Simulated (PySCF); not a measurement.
Isomers of C6H12BP, one conformer each; single-point electronic energies without zero-point terms and without any empirical dispersion term.

Computed with PySCF at PBE0/pcSseg-1, non-relativistic, each on one gas-phase PBE0-D3(BJ)/def2-SVP geometry that isn't relaxed in the solvent. The solvent is an IEF-PCM continuum (van der Waals radii × 1.2). The model holds no explicit solvent molecules, cavitation or dispersion.

```json
{"isomer": "`[BH3-][P+]1(C)C=CCC=C1`", "relative energy, gas (kcal/mol)": "0.0", "dipole (D)": "6.00"}
{"isomer": "`[BH3-][P+]1(C#CC)CCC1`", "relative energy, gas (kcal/mol)": "31.5", "dipole (D)": "5.64"}
```

Question: How do the relative energies look in chloroform (ε = 4.711)?

Answer: 
```
                  isomer  relative energy, solvent (kcal/mol)  E(solvent) − E(gas) (kcal/mol)  dipole in solvent (D)
`[BH3-][P+]1(C)C=CCC=C1`                                  0.0                            -6.5                   7.44
 `[BH3-][P+]1(C#CC)CCC1`                                 32.2                            -5.8                   6.82
```

The order is unchanged. Conformers: `[BH3-:1][P+:2]1([C:3]#[C:4][CH3:5])[CH2:6][CH2:7][CH2:8]1` with B1–P2–C6–C7 137°, P2–C6–C7–C8 -19°, C6–C7–C8–P2 19°, B1–P2–C8–C7 -137°. `[BH3-][P+]1(C)C=CCC=C1` gains most from the continuum, and it has the largest gas-phase dipole. The gains span 0.7 kcal/mol, the gas-phase energies 31.5 kcal/mol.
